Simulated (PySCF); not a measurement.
Electron correlation in P²⁺ (phosphorus, charge +2)

[Ne] 3s2 3d1, 2D determinant (an excited configuration). All numbers are calculated (PySCF 2.14, the spin-free X2C one-electron Hamiltonian (Gaussian nucleus), in dyall-acv3z (19s12p6d4f, 113 functions)). Frozen: 1s2; 11 electrons correlated; the 15 highest virtual orbitals of each spin left out.

MP2 pair energies summed by pair of shells (mhartree):

```
 pair   energy  share (%)
2p-2p  -194.31       52.5
2s-2p   -60.44       16.3
3s-3s   -35.14        9.5
3s-3d   -32.68        8.8
2p-3s   -29.42        8.0
2s-2s    -9.75        2.6
2p-3d    -4.22        1.1
2s-3s    -3.55        1.0
2s-3d    -0.47        0.1
```

Total MP2 correlation energy: -369.99 mhartree.

Same-spin part -89.71 and opposite-spin part -280.28 mhartree; SCS-MP2 scales them by 1/3 and 6/5 to -366.24 mhartree.
